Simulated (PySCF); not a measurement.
Can point charges reproduce the dipole moment of `O[Si@@H]1CNC[SiH2]N[SiH2]N1`?

Coordinates (GFN2-xTB, Å) and charges (e) from the PBE0/pcSseg-1 density (PySCF):

```json
{"atom": "O1", "x": "-3.023", "y": "1.976", "z": "-0.558", "Mulliken": "-0.5461", "IAO": "-0.7844", "Hirshfeld": "-0.3117", "ESP-fitted": "-0.7492"}
{"atom": "Si2", "x": "-1.742", "y": "0.990", "z": "-0.771", "Mulliken": "+1.0053", "IAO": "+1.2141", "Hirshfeld": "+0.4268", "ESP-fitted": "+0.9458"}
{"atom": "C3", "x": "-1.644", "y": "-0.437", "z": "0.487", "Mulliken": "-0.3518", "IAO": "-0.4759", "Hirshfeld": "-0.1170", "ESP-fitted": "-0.5115"}
{"atom": "N4", "x": "-0.232", "y": "-0.777", "z": "0.598", "Mulliken": "-0.5998", "IAO": "-0.3183", "Hirshfeld": "-0.0677", "ESP-fitted": "+0.0326"}
{"atom": "C5", "x": "0.253", "y": "-1.584", "z": "-0.509", "Mulliken": "-0.3478", "IAO": "-0.4428", "Hirshfeld": "-0.1114", "ESP-fitted": "-0.3928"}
{"atom": "Si6", "x": "2.151", "y": "-1.539", "z": "-0.408", "Mulliken": "+0.7734", "IAO": "+0.8957", "Hirshfeld": "+0.3661", "ESP-fitted": "+0.6748"}
{"atom": "N7", "x": "2.271", "y": "0.021", "z": "0.268", "Mulliken": "-0.8179", "IAO": "-0.9430", "Hirshfeld": "-0.3355", "ESP-fitted": "-0.8377"}
{"atom": "Si8", "x": "0.952", "y": "1.085", "z": "0.751", "Mulliken": "+0.9619", "IAO": "+0.9645", "Hirshfeld": "+0.3168", "ESP-fitted": "+0.5686"}
{"atom": "N9", "x": "-0.216", "y": "1.672", "z": "-0.418", "Mulliken": "-0.8350", "IAO": "-0.9490", "Hirshfeld": "-0.3330", "ESP-fitted": "-0.8438"}
{"atom": "H10", "x": "-3.134", "y": "2.463", "z": "0.254", "Mulliken": "+0.2390", "IAO": "+0.3622", "Hirshfeld": "+0.1753", "ESP-fitted": "+0.4402"}
{"atom": "H11", "x": "-1.992", "y": "0.580", "z": "-2.150", "Mulliken": "-0.1219", "IAO": "-0.1675", "Hirshfeld": "-0.0885", "ESP-fitted": "-0.1545"}
{"atom": "H12", "x": "-2.243", "y": "-1.314", "z": "0.216", "Mulliken": "+0.1337", "IAO": "+0.1353", "Hirshfeld": "+0.0362", "ESP-fitted": "+0.1350"}
{"atom": "H13", "x": "-1.996", "y": "-0.095", "z": "1.463", "Mulliken": "+0.1428", "IAO": "+0.1536", "Hirshfeld": "+0.0463", "ESP-fitted": "+0.1569"}
{"atom": "H14", "x": "-0.052", "y": "-1.291", "z": "1.458", "Mulliken": "+0.2240", "IAO": "+0.2615", "Hirshfeld": "+0.1278", "ESP-fitted": "+0.2359"}
{"atom": "H15", "x": "-0.074", "y": "-1.114", "z": "-1.436", "Mulliken": "+0.1639", "IAO": "+0.1522", "Hirshfeld": "+0.0443", "ESP-fitted": "+0.1345"}
{"atom": "H16", "x": "-0.180", "y": "-2.591", "z": "-0.489", "Mulliken": "+0.1365", "IAO": "+0.1334", "Hirshfeld": "+0.0371", "ESP-fitted": "+0.1153"}
{"atom": "H17", "x": "2.766", "y": "-1.694", "z": "-1.730", "Mulliken": "-0.1089", "IAO": "-0.1450", "Hirshfeld": "-0.0826", "ESP-fitted": "-0.1355"}
{"atom": "H18", "x": "2.641", "y": "-2.598", "z": "0.493", "Mulliken": "-0.1168", "IAO": "-0.1621", "Hirshfeld": "-0.0947", "ESP-fitted": "-0.1704"}
{"atom": "H19", "x": "3.181", "y": "0.432", "z": "0.371", "Mulliken": "+0.2119", "IAO": "+0.2682", "Hirshfeld": "+0.1106", "ESP-fitted": "+0.3768"}
{"atom": "H20", "x": "1.761", "y": "2.344", "z": "0.828", "Mulliken": "-0.2011", "IAO": "-0.2183", "Hirshfeld": "-0.1410", "ESP-fitted": "-0.2062"}
{"atom": "H21", "x": "0.505", "y": "0.961", "z": "2.151", "Mulliken": "-0.1604", "IAO": "-0.2055", "Hirshfeld": "-0.1181", "ESP-fitted": "-0.1856"}
{"atom": "H22", "x": "0.037", "y": "2.531", "z": "-0.873", "Mulliken": "+0.2151", "IAO": "+0.2711", "Hirshfeld": "+0.1139", "ESP-fitted": "+0.3708"}
```

Q: Compute μ = Σ q r for each scheme (1 e·Å = 4.803 D) and compare with the dipole of the full density.

A: The full density gives (-0.87, -1.95, 0.64) D, 2.23 D in size; dipole vectors point from the negative to the positive end.

```tsv
scheme	μx	μy	μz	size (D)	share of the full size (%)	angle to the full dipole (°)
Mulliken	-0.34	-2.27	-0.92	2.47	111	41
IAO	-0.03	-2.98	0.11	2.98	134	27
Hirshfeld	-1.04	-1.93	0.11	2.19	98	14
ESP-fitted	-0.85	-1.98	0.64	2.25	101	1
```

Q: Which set comes closest?

A: Length of the difference vector: ESP-fitted 0.04 D, Hirshfeld 0.55 D, IAO 1.43 D, Mulliken 1.68 D. Closest: ESP-fitted. ESP charges are fitted to the potential around the molecule, whose slowest-falling term is the dipole's. The schemes that divide the density aren't constrained to reproduce the dipole.

Q: What is left for the Hirshfeld atoms' own dipoles?

A: The shares of the density sum to the whole, so what Σ q r misses lies in dipoles about the nuclei. The atomic dipoles sum to (-0.87, -1.95, 0.64) − (-1.04, -1.93, 0.11) = (0.17, -0.02, 0.53) D, 0.55 D in size.

Q: With the origin at the mean of the coordinates, (0.000, 0.001, 0.000) Å, which are the largest single terms, by size, of the Hirshfeld dipole along the direction of the full one?

A: N9 +2.39, H20 +1.69, Si8 -1.68, H22 -1.36, N7 +1.34 D; all 22 atoms together +2.12 D. The single terms depend on the origin, their sum doesn't.

Q: Give the size of the full dipole in other units.

A: 2.23 D = 0.878 au = 0.465 e·Å = 7.44 × 10⁻³⁰ C·m.

The structure is a single GFN2-xTB conformer in the gas phase; no vibrational or solvent corrections.
